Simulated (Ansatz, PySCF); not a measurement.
Gas-phase reaction (SMILES): F[Si](F)(F)[Si](F)(F)F → 2 F[Si](F)F; the Si-Si bond at the site shown breaks (other sites are not compared here).

Structures are relaxed separately at B3LYP-D3(BJ)/def2-TZVP in Ansatz (an electronic-structure program), one conformer each, not searched for the lowest. Valence correlation only, unless marked. UHF or UKS for open shells. Spin-orbit coupling is left out. No relativistic terms. Basis-set limits of correlation are two-point, X^-3; Hartree-Fock from the larger set. [CCSD(T)-MP2]/basis is that difference in the basis named. Thermal terms are rigid-rotor harmonic-oscillator values from B3LYP-D3(BJ) frequencies (Ansatz or PySCF) at 298.15 K and 1 atm. 1 Eh = 627.5095 kcal/mol.

```json
[
 {"species": "F[Si](F)(F)[Si](F)(F)F", "E, RI-MP2/CBS(cc-pV(T+d)Z,cc-pV(Q+d)Z)+[CCSD(T)-MP2]/cc-pV(T+d)Z (Ansatz) (Eh)": "-1177.31657", "E, PBE/def2-TZVPD (Ansatz) (Eh)": "-1177.89920", "H - E (Eh)": "0.02986"},
 {"species": "F[Si](F)F", "E, RI-MP2/CBS(cc-pV(T+d)Z,cc-pV(Q+d)Z)+[CCSD(T)-MP2]/cc-pV(T+d)Z (Ansatz) (Eh)": "-588.58733", "E, PBE/def2-TZVPD (Ansatz) (Eh)": "-588.88661", "H - E (Eh)": "0.01349"}
]
```

Question: Work out ΔE and ΔH at 298.15 K at the first level, then ΔH at the second.

Answer: 
1. ΔE = [2×(-588.58733)] - [(-1177.31657)] = 0.14191 Eh = 89.0 kcal/mol at RI-MP2/CBS(cc-pV(T+d)Z,cc-pV(Q+d)Z)+[CCSD(T)-MP2]/cc-pV(T+d)Z.
2. The terms H - E add up to -0.00288 Eh, so ΔH = (0.14191 + (-0.00288))×627.5095 = 87.2 kcal/mol.
3. At PBE/def2-TZVPD the same steps give ΔE = 79.1 and ΔH = 77.2 kcal/mol, a shift of -10.0 from the first level.
4. These values are not checked against measurement here, since the tables used lack a sound gas-phase enthalpy of formation for at least one species.
